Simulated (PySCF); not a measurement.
**Calcium: a sound run and one with changed settings**

Sound run: Ca [Ar] 4s2, Ca⁺ [Ar] 4s1. Computed with PySCF 2.14 in aug-cc-pVDZ-X2C (6s5p3d, 36 functions), with scalar relativity by spin-free X2C-1e. In the sound run the correlated levels freeze [Ar]. The sound run starts from symmetry-adapted Hartree-Fock orbitals and uses a fine grid where one is needed.

Changed run: basis STO-3G, all-electron and non-relativistic. This setting is unsound on purpose.

| species | method | sound run (hartree) | changed run (hartree) | converged |
| --- | --- | --- | --- | --- |
| Ca | UHF | -679.62922 | -669.98887 | yes |
| Ca | MN15 | -680.66600 | -669.42418 | yes |
| Ca | M06-2X | -680.47443 | -670.75052 | yes |
| Ca | MP2 | -679.64677 | -670.00456 | yes |
| Ca | CCSD(T) | -679.65715 | -670.01744 | yes |
| Ca⁺ | UHF | -679.44009 | -669.84136 | yes |
| Ca⁺ | MN15 | -680.43311 | -669.22528 | yes |
| Ca⁺ | M06-2X | -680.24255 | -670.55063 | yes |

Ionisation energy of Ca:

```
 method  sound run (eV)  changed run (eV)
    UHF           5.147             4.014
   MN15           6.337             5.412
 M06-2X           6.310             5.439
    MP2           5.624             4.441
SCS-MP2           5.720             4.526
   CCSD           5.907             4.791
CCSD(T)           5.907             4.791
  CCSDT           5.907             4.791
    FCI           5.907             4.791
```

A minimal basis cannot let orbitals breathe on ionisation and holds almost no correlation. The Hamiltonian changed with the basis, so the totals do not compare.

For comparison, NIST gives 6.113 eV between the lowest levels.
